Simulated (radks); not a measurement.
Values are calculated unless marked as measured or tabulated.
Problem. The table gives one normalised radial function P(r) = r R(r) of Nb9+ in [Ar] 3d10 4s2 4p2 (r in bohr). Level of theory: scalar-relativistic Kohn-Sham, SCAN, spin-unpolarised, spherical densities, finite nucleus; meta-GGA in the generalised Kohn-Sham scheme; Fermi nuclear charge, rms radius 4.324 fm (a radial shooting solver on a logarithmic mesh with Libxc functionals).

r             P
0.001611  0.0000
0.002422  0.0000
0.003642  0.0001
0.005477  0.0003
0.008237  0.0008
0.01229   0.0026
0.01848   0.0079
0.02779   0.0235
0.04179   0.0661
0.06284   0.1716
0.0945    0.3982
0.1421    0.7883
0.2137    1.2660
0.3214    1.5404
0.4833    1.3121
0.7268    0.7057
1.084     0.2101
1.63      0.0262
2.452     0.0008
3.687     0.0000
5.545     0.0000

Which n and l does it have? It may be an empty orbital.

Solution. n = 3, l = 2: the number of nodes gives n - l - 1 = 0, the rise at small r (about r^(l+1), flatter next to the nucleus through relativity) gives l, and the extent must fit the shell. The curve is that of 3d. 3d: eigenvalue -354.65 eV, 0 radial nodes, <r> = 0.428 bohr, 90 % of the charge inside 0.683 bohr.
